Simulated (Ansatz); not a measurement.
```yaml
crystal:
  periodic: [false, false, false]
  atoms:
    - {symbol: Cl, position_ang: [-1.847278, -1.852479, -0.570688]}
    - {symbol: Ge, position_ang: [-0.569027, -0.003417, -0.515953]}
    - {symbol: C, position_ang: [0.218541, 0.655362, 0.992018]}
    - {symbol: C, position_ang: [0.955905, 0.032900, -0.032631]}
    - {symbol: H, position_ang: [-1.233056, 0.956221, -1.539701]}
    - {symbol: H, position_ang: [0.583049, 0.808282, 2.072692]}
    - {symbol: H, position_ang: [2.132747, -0.372440, -0.265292]}
basis:
  gaussian: {orbitals: cc-pVTZ-DK}
magnetization: {spin_polarized: true, initial_magnetization: 2}
hamiltonian: {xc: {name: wB97M-V}}
scf: {lower_state_search: off}
relax: {f_tol: 0.0001, max_steps: 2}
output: {forces: true}
```

```sh
$ ansatz run in.yaml --threads 2 --pin off --events-out ev --progress --plain --max-ram 4352MiB
```

Shortened log:

```
Functional definition: wB97M-V
1200 factors; their error is unknown
267 factors; integrals over basis functions are off by at most 3.6e-6 eV
mean field evaluation 1: about -71777.8645 eV, gradient 3.4e1 eV
mean field evaluation 2: about -71778.4096 eV, gradient 3.2e1 eV
mean field evaluation 4: about -71783.0072 eV, gradient 1.5e0 eV
mean field evaluation 8: about -71783.0492 eV, gradient 2.3e-1 eV
mean field evaluation 16: about -71783.2494 eV, gradient 1.2e-2 eV
mean field evaluation 32: about -71783.4676 eV, gradient 1.9e-6 eV
mean field -71783.46758068 eV, -2637.9937770082 hartree, gradient 1.9e-6 eV, S^2 2.010863; 0 other end points of the search recorded, 0 dependent functions left out
reference -71783.46762519 eV, -2637.9937786438 hartree; 33, 31 occupied and 146, 148 virtual orbitals, 1200 factors
relax step   1: F+E_penalty+E_count = -71783.46758068 eV  Δ(F+E_penalty+E_count) = +0.000e0 eV  max|allowed force component| = 1.580e1 eV/Å  Δτ_max = 0.0000 Å  (67 SCF iters, accepted)
1200 factors; their error is unknown
267 factors; integrals over basis functions are off by at most 3.3e-6 eV
mean field -71785.41099497 eV, -2638.0651961659 hartree, gradient 2.7e-6 eV, S^2 2.010320; 0 other end points of the search recorded, 0 dependent functions left out
reference -71785.41103893 eV, -2638.0651977816 hartree; 33, 31 occupied and 146, 148 virtual orbitals, 1200 factors
relax step   2: F+E_penalty+E_count = -71785.41099497 eV  Δ(F+E_penalty+E_count) = -1.943e0 eV  max|allowed force component| = 6.682e0 eV/Å  Δτ_max = 0.1369 Å  (40 SCF iters, accepted)
Error: geometry relaxation did not converge after 2 steps: max|allowed force component| = 6.68e0 eV/Å (threshold 1.0e-4). Raise `relax.max_steps` over both its present limit and 2, loosen `relax.f_tol`, or start from a geometry closer to equilibrium. Where this run's directory can be resumed (`checkpoint.write`), a resume goes on for up to `relax.max_steps` more
```

In this input the relaxation is allowed too few steps for its threshold. The run did not converge.
